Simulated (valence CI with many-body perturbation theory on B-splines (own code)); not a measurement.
E1 line list for W³⁺

Level of theory: configuration interaction combined with many-body perturbation theory (CI+MBPT): three valence electrons over a frozen Dirac-Fock core [Xe] 4f14, radial functions for each j: 9 s, 9 p, 10 d, 8 f, 5 g, 3 h, 1 i, with the one-electron correlation potential Σ1, the two-electron term Σ2, the three-electron term Σ3, Breit, model QED; selected CI, second order for the rest, scaled by the run's own slope (own B-spline code, finite nucleus).

Set against measurement, 58 paired levels are off by 1248 cm⁻¹ on average, the worst by 2882. These come from a selection out of J. Phys. B 45, 035001 (2012). Levels without a partner in it may be off by more, other configurations by 1,000 to 8,000 cm⁻¹. 6 measured levels below the end of the list, from 46088 cm⁻¹ on, found no clear computed partner, and computed levels of the same name lie up to 1334 cm⁻¹ from them.

Lines 201 to 237 of 237 in falling wavelength, among levels below 116356 cm⁻¹, chosen from the strongest by gf and those to the six lowest levels. Wavelengths and rates use the calculated energies, so an error of 1000 cm⁻¹ moves a line at 988.4 Å by 0.99 % and its rate by three times that or more. Electric multipoles are in the length gauge, E1 and E2 with the static RPA response of the core. Weak lines are less certain than strong ones. Lines between different terms over intervals too small for the method are left out, as are lines whose strength nearly cancels. Where a level lies close to another of its J and parity, the split of strength between their lines is uncertain. The highest levels of a list are the least certain.

Names give the largest LS component (configuration and term), which can be under half, so a name can repeat, a term be missing and a line seem to break the LS rules; names also repeat where a configuration has a term twice. Letters in brackets count levels of one name in rising energy.

```tsv
λ vac (Å)	λ from measured levels	Upper	Lower	A (s⁻¹)	log gf	Branch %
988.4	995.6	5d2 6p 2F°_5/2 [b]	5d3 4P_3/2 [a]	4.16e+06	-2.44	0.1
988.1		5d2 6p 2D°_3/2	5d3 4F_3/2	9.89e+07	-1.24	5.2
987.0	999.9	5d2 6p 2F°_5/2 [a]	5d3 4F_7/2	5.31e+06	-2.33	0.3
982.7		5d2 6p 4D°_3/2 [a]	5d3 4F_3/2	4.64e+07	-1.57	2.0
981.2	995.9	5d2 6p 4D°_3/2 [b]	5d3 4F_5/2	5.85e+08	-0.47	24.6
979.0	989.2	5d2 6p 2P°_1/2	5d3 4P_1/2	2.33e+07	-2.17	1.0
977.3	990.1	5d2 6p 2H°_9/2	5d3 4F_9/2	1.16e+08	-0.78	6.2
974.1	987.4	5d2 6p 2S°_1/2	5d3 4F_3/2	3.28e+08	-1.03	15.5
971.0	982.7	5d2 6p 4P°_3/2	5d3 4P_1/2	2.38e+07	-1.87	1.1
967.7	977.9	5d2 6p 2G°_7/2 [b]	5d3 4F_9/2	3.02e+07	-1.47	0.9
965.8		5d2 6p 2F°_7/2 [b]	5d3 4F_7/2	4.33e+07	-1.31	2.4
964.5	974.3	5d2 6p 2P°_1/2	5d3 4P_3/2 [a]	3.78e+06	-2.98	0.2
958.5	967.1	5d2 6p 4D°_5/2 [b]	5d3 4P_3/2 [a]	2.46e+07	-1.69	1.3
958.0	969.1	5d2 6p 2G°_7/2 [a]	5d3 4F_5/2	6.54e+07	-1.14	3.1
958.0	968.8	5d2 6p 4D°_5/2 [a]	5d3 4F_3/2	7.71e+04	-4.20	0.0
956.8	967.9	5d2 6p 4P°_3/2	5d3 4P_3/2 [a]	7.47e+06	-2.39	0.4
956.6	968.8	5d2 6p 2F°_5/2 [a]	5d3 4F_5/2	2.42e+07	-1.70	1.4
953.3	966.1	5d2 6p 2H°_9/2	5d3 4F_7/2	3.45e+07	-1.33	1.8
950.4	962.3	5d2 6p 2F°_5/2 [b]	5d3 4F_7/2	1.46e+08	-0.92	5.2
949.5	964.5	5d2 6p 4D°_1/2 [b]	5d3 4F_3/2	2.51e+06	-3.17	0.2
949.0	962.0	5d2 6p 4D°_3/2 [b]	5d3 4F_3/2	1.57e+08	-1.07	6.6
944.1	954.5	5d2 6p 2G°_7/2 [b]	5d3 4F_7/2	3.62e+06	-2.41	0.1
936.7		5d2 6p 2F°_7/2 [b]	5d3 4F_5/2	1.81e+04	-4.72	0.0
935.6	948.9	5d2 6p 4D°_3/2 [c]	5d3 4F_5/2	5.85e+06	-2.51	0.3
927.0	940.3	5d2 6p 4S°_3/2	5d3 4F_5/2	2.14e+07	-1.96	1.0
926.0	936.7	5d2 6p 2F°_5/2 [a]	5d3 4F_3/2	1.66e+07	-1.89	1.0
922.7	935.7	5d2 6p 4D°_5/2 [b]	5d3 4F_7/2	8.31e+06	-2.20	0.5
922.2	933.5	5d2 6p 2F°_5/2 [b]	5d3 4F_5/2	6.13e+07	-1.33	2.2
916.3	926.1	5d2 6p 2G°_7/2 [b]	5d3 4F_5/2	3.42e+06	-2.46	0.1
906.2	918.1	5d2 6p 4D°_3/2 [c]	5d3 4F_3/2	9.80e+06	-2.32	0.6
898.2	910.1	5d2 6p 4S°_3/2	5d3 4F_3/2	3.10e+07	-1.82	1.4
896.1	908.4	5d2 6p 4D°_5/2 [b]	5d3 4F_5/2	8.87e+05	-3.19	0.0
894.7	909.1	5d2 6p 4P°_3/2	5d3 4F_5/2	1.19e+07	-2.24	0.6
893.7	903.7	5d2 6p 2F°_5/2 [b]	5d3 4F_3/2	4.97e+04	-4.45	0.0
874.2	886.0	5d2 6p 2P°_1/2	5d3 4F_3/2	1.81e+07	-2.38	0.8
869.2	880.1	5d2 6p 4D°_5/2 [b]	5d3 4F_3/2	4.06e+05	-3.56	0.0
867.8	880.8	5d2 6p 4P°_3/2	5d3 4F_3/2	2.46e+07	-1.95	1.2
```
